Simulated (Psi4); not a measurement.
Level of theory: SAPT0/jun-cc-pVDZ, frozen core run with Psi4 1.11.

Psi4 input:

```
molecule {
0 1
Ge 1.90776449 0.73168600 -0.00910441
Ge 0.18045600 -0.98573623 -0.11855442
Ge -2.04092246 -0.00405946 0.09647477
H 3.31323112 0.11956187 -0.14880552
H 1.70254641 1.75510626 -1.14055464
H 1.82599734 1.47337215 1.33730160
H 0.40214841 -2.01296926 1.01014048
H 0.28466931 -1.73827983 -1.46058870
H -2.28046569 1.00674115 -1.03952389
H -2.15892887 0.73813157 1.43992260
H -3.13649607 -1.08355422 0.03329214
--
0 1
F -0.16958245 0.53757439 -2.62390810
H -0.18594552 0.61360096 -3.54510996
units angstrom
symmetry c1
no_reorient
no_com
}
set basis jun-cc-pvdz
set scf_type df
set freeze_core true
energy('sapt0')
```

Part of the output:

```
    SAPT Results
  --------------------------------------------------------------------------------------------------------
    Electrostatics                 -6.94407222 [mEh]      -4.35747111 [kcal/mol]     -18.23165911 [kJ/mol]
      Elst10,r                     -6.94407222 [mEh]      -4.35747111 [kcal/mol]     -18.23165911 [kJ/mol]

    Exchange                       14.29252915 [mEh]       8.96869745 [kcal/mol]      37.52503011 [kJ/mol]
      Exch10                       14.29252915 [mEh]       8.96869745 [kcal/mol]      37.52503011 [kJ/mol]
      Exch10(S^2)                  14.27970756 [mEh]       8.96065178 [kcal/mol]      37.49136703 [kJ/mol]

    Induction                      -1.68146453 [mEh]      -1.05513493 [kcal/mol]      -4.41468453 [kJ/mol]
      Ind20,r                      -5.55901593 [mEh]      -3.48833516 [kcal/mol]     -14.59519432 [kJ/mol]
      Exch-Ind20,r                  4.84641363 [mEh]       3.04117047 [kcal/mol]      12.72425723 [kJ/mol]
      delta HF,r (2)               -0.96886223 [mEh]      -0.60797023 [kcal/mol]      -2.54374743 [kJ/mol]

    Dispersion                     -3.17711944 [mEh]      -1.99367255 [kcal/mol]      -8.34152595 [kJ/mol]
      Disp20                       -3.91395536 [mEh]      -2.45604407 [kcal/mol]     -10.27608839 [kJ/mol]
      Exch-Disp20                   0.73683592 [mEh]       0.46237152 [kcal/mol]       1.93456244 [kJ/mol]
      Disp20 (SS)                  -1.95697768 [mEh]      -1.22802204 [kcal/mol]      -5.13804420 [kJ/mol]
      Disp20 (OS)                  -1.95697768 [mEh]      -1.22802204 [kcal/mol]      -5.13804420 [kJ/mol]
      Exch-Disp20 (SS)              0.36983204 [mEh]       0.23207311 [kcal/mol]       0.97099389 [kJ/mol]
      Exch-Disp20 (OS)              0.36700388 [mEh]       0.23029841 [kcal/mol]       0.96356855 [kJ/mol]

  Total HF                          5.66699239 [mEh]       3.55609141 [kcal/mol]      14.87868647 [kJ/mol]
  Total SAPT0                       2.48987295 [mEh]       1.56241886 [kcal/mol]       6.53716052 [kJ/mol]
```
